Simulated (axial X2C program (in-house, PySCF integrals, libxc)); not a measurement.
## Correcting the dissociation energy of TiF for spin–orbit coupling

A spin-free CCSD(T) curve (one-electron X2C) was computed with an in-house relativistic program for diatomic molecules, basis Ti dyall-cv3z [10s10p6d4f2g], F dyall-av3z [7s6p3d2f] (cores contracted in-house), for the state M_S = 3/2, Λ = 0 (beyond evenly filled blocks: σα, δ+α, δ-α). It gives D0 = 5.322 eV to Ti + F, which in a spin-free picture are the weighted means of the ground terms.

Correlated methods: 11 electrons correlated (number of frozen shells: Ti 3 s, 2 p; F 1 s), 279 virtual spin orbitals or spinors in MP2, 90 natural virtuals in coupled cluster.

Measured levels of the ground terms (NIST Handbook of Basic Atomic Spectroscopic Data), in cm⁻¹: Ti 3F: J = 2 at 0, J = 3 at 170.1, J = 4 at 386.9; F 2P: J = 3/2 at 0, J = 1/2 at 404.1.

The molecular state has Λ = 0, so it has no first-order lowering.

Question: How far does each ground level lie under the (2J+1)-weighted mean of its term?

Answer: Ti: (5 × 0 + 7 × 170.1 + 9 × 386.9)/21 = 223 cm⁻¹; F: (4 × 0 + 2 × 404.1)/6 = 135 cm⁻¹.

Question: Correct D0.

Answer: D0 = 5.322 + (0 − 358)/8065.5 = 5.278 eV at CCSD(T) with these spin–orbit terms.

Second-order spin–orbit effects in the molecule, which grow quickly with Z, are left out. The state is a single determinant with fixed occupations, the lowest that a limited PBE0 search found. Dissociation energies refer to the lowest single-determinant-based atoms at the same level and basis. CCSD and (T) use frozen natural virtuals with an MP2 correction for the truncation; (T) itself is uncorrected, so its De runs slightly low. Other states lie close and PBE0, whose exact exchange favours high spin, may order them wrongly; the determinant shown need not be the ground state. The nearest other spin-free determinant of the search, M_S = 3/2, Λ = 3, lies 0.23 eV up at the distance of the search. The outer-core s and p shells of the metal are frozen in the correlated rows, which leaves out core–valence correlation; for alkali and alkaline-earth bonds that tends to lengthen them.
